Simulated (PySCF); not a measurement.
## Adding and removing an electron: SrIn

ROHF-SCS-MP2; PySCF, scalar-relativistic core potentials, basis sets Sr def2-SVP with ECP28, In def2-SVP with ECP28. Neutral (ROHF): doublet (π ↑), Re = 3.563 Å, ωe = 75.2 cm⁻¹, De = 0.27 eV.

SrIn⁺ (RHF): singlet (closed shell), Re = 3.828 Å, ωe = 79.4 cm⁻¹, De = 1.21 eV to Sr⁺ + In. The energies at the minima are -219.68287 hartree for SrIn and -219.51689 for SrIn⁺.

Q: Work out the adiabatic ionisation energy, without and with harmonic zero-point energies (1 hartree = 27.2114 eV, 1 eV = 8065.5 cm⁻¹), and the change of the bond length.

A: At SCS-MP2: 0.16598 hartree = 4.517 eV between the minima; the zero-point term (79.4 − 75.2)/2 cm⁻¹ = +0.000 eV makes it 4.517 eV. Re changes by +26.5 pm against the neutral. The electron leaves a π orbital, and the longer bond of the ion fits a bonding orbital, or a change in how ionic the bond is.

Correlated steps freeze 4 core orbitals. Weak bonds: SrIn. Basis-set superposition, not corrected here, can be much of De in a small basis, most of all at correlated wavefunction levels. Spin–orbit coupling is left out, which matters for elements this heavy, above all for dissociation energies. For an ion De counts to the pair picked by the measured ionisation energies or electron affinities, which need not be the lowest pair at this level. Where the molecule has an RHF reference, its open-shell atoms are computed with UHF. States were picked by a PBE0 search and need not be the measured ground states.
